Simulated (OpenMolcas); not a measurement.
An atom or ion with 30 electrons was computed by MS-CASPT2, IPEA 0.25 Eh, imaginary shift 0.1 Eh with spin-orbit coupling (OpenMolcas, ANO-RCC-VTZP, DKH2). The lowest levels that the run gave, each within 12 % of the measured value where one is at hand:

```tsv
J	Parity	E (cm-1)	g
0	even	0.0	
0	odd	101087	
1	odd	103052	1.500
2	odd	107461	1.501
1	odd	154297	1.002
0	even	242367	
1	even	245203	1.501
2	even	247259	1.331
2	even	253417	1.171
0	even	286604
```

Task: Which ion is it, and what are the configurations and terms?

Result: Br⁵⁺ (Z = 35, charge +5; active space 2 electrons in 4 orbitals (4s 4p)). J, parity and g give the terms where levels are pure, and mixed ones are named by the computed weights; the size of the splittings, set against known spectra of the 30-electron sequence, gives the charge. In order, with the measured energies in cm-1 (Moore, Atomic Energy Levels, vol. II, NSRDS-NBS 35 (1971 reprint of NBS Circular 467, 1952)): 4s2 1S0, 4s 4p 3P* 0 (104316), 4s 4p 3P* 1 (106431), 4s 4p 3P* 2 (111336), 4s 4p 1P* 1 (151274), 4p2 3P0 (244136), 4p2 3P1 (247406), 4p2 3P2 [66 %] (253892), 4p2 1D2 [66 %], 4p2 1S0.

Over all roots computed the reference weight is 0.94 to 0.99; the roots of lowest weight are the least certain, and an intruder state may touch them. The ¹D term of p² mixes with s d, which this space lacks. Computed and measured levels are paired by configuration, term and J; levels that our copy of the source lacks, or whose pairing is in doubt (as where it misses far off the trend of its configuration), stay unpaired and out of the deviations. Levels of configurations outside the active space are missing.

A share in square brackets marks a mixed level and gives the weight of the term that names it. * marks odd parity.
